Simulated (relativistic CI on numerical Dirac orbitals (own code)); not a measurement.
# Sc⁺ in a cubic cluster: 2p photoemission with charge transfer

Computed with a charge-transfer multiplet model of a cubic metal-ligand cluster with up to one ligand hole, Slater and spin-orbit integrals from Dirac-Coulomb-Breit ions, Slater integrals scaled by 0.7. The ground state mixes d2 with configurations of k ligand holes L, whose averages lie at kΔ + k(k − 1)U_dd/2; a core hole lowers each added d electron by U_cd. 20 K, Lorentzian 0.6 eV and Gaussian 0.8 eV FWHM.

Atomic integrals in eV (Slater integrals scaled, ζ unscaled), ground: F2dd 4.121, F4dd 2.525, zeta_d 0.005; with the core hole: F2dd 5.938, F4dd 3.699, zeta_d 0.015, zeta_core 3.008, F2cd 3.076, G1cd 2.145, G3cd 1.214.

Cluster parameters (eV): U_dd = 5.3, U_cd = 6.5, 10Dq = 0.25, 10Dq(ligand) = 0.5, V(eg) = 1.95, V(t2g) = -1.04, final-state hopping factor = 0.8.

```
       Case   n_d    d2   d3L     S
 Δ = 7.2 eV  2.19  0.81  0.19  1.00
 Δ = 8.2 eV  2.16  0.84  0.16  1.00
 Δ = 9.2 eV  2.14  0.86  0.14  1.00
Δ = 11.2 eV  2.11  0.89  0.11  1.00
Δ = 12.2 eV  2.10  0.90  0.10  1.00
```

Weights, n_d and S are thermal averages at 20 K. Binding energies count from the first peak over 30 % of the highest in each spectrum, which can be another peak from case to case. The parameters are a model scan and need not match a compound or its usual spin state. Peaks in eV (height, largest 100):
- Δ = 7.2 eV: 0.0 (100), 4.7 (47)
- Δ = 8.2 eV: 0.0 (100), 4.8 (48)
- Δ = 9.2 eV: 0.0 (100), 4.7 (49)
- Δ = 11.2 eV: 0.0 (100), 4.8 (49)
- Δ = 12.2 eV: 0.0 (100), 4.7 (50)

Curve for Δ = 9.2 eV (points under 2 left out, the grid thinned):

| E (eV) | Intensity |
| --- | --- |
| -3.2 | 2.0 |
| -2.9 | 2.5 |
| -2.6 | 3.1 |
| -2.3 | 4.0 |
| -2.0 | 5.5 |
| -1.7 | 8.1 |
| -1.4 | 13.5 |
| -1.1 | 24.9 |
| -0.8 | 46.2 |
| -0.5 | 74.2 |
| -0.2 | 95.8 |
| 0.1 | 98.3 |
| 0.4 | 80.1 |
| 0.7 | 53.5 |
| 1.0 | 33.2 |
| 1.3 | 22.4 |
| 1.6 | 17.0 |
| 1.9 | 13.9 |
| 2.2 | 12.1 |
| 2.5 | 10.6 |
| 2.8 | 9.1 |
| 3.1 | 8.3 |
| 3.4 | 9.4 |
| 3.8 | 16.4 |
| 4.1 | 27.5 |
| 4.4 | 41.0 |
| 4.7 | 48.9 |
| 5.0 | 44.9 |
| 5.3 | 33.5 |
| 5.6 | 23.2 |
| 5.9 | 17.7 |
| 6.2 | 15.2 |
| 6.5 | 13.3 |
| 6.8 | 11.1 |
| 7.1 | 8.9 |
| 7.4 | 7.4 |
| 7.7 | 6.4 |
| 8.0 | 5.4 |
| 8.3 | 4.2 |
| 8.6 | 3.3 |
| 8.9 | 2.6 |
| 9.2 | 2.3 |
| 9.5 | 2.1 |
| 12.4 | 2.2 |
| 12.7 | 2.1 |

For the case Δ = 9.2 eV, Δ = 9.2 eV is larger than U_dd = 5.3 eV, the Mott-Hubbard side of the Zaanen-Sawatzky-Allen scheme. With the core hole the configuration with one ligand hole lies at Δ − U_cd = 0.7, 1.7, 2.7, 4.7, 5.7 eV from the one without, in the order of the table; where this is negative the screened configuration lies lower, though the effective hopping of about 3.5 eV (from the holes of the mixed ground state) mixes the two strongly wherever it is as large as the gap.

With at most 1 ligand hole the space is cut while the next configuration still counts, so covalency is underestimated, and a final configuration with one more ligand hole, which can lie low, is missing from the spectra.
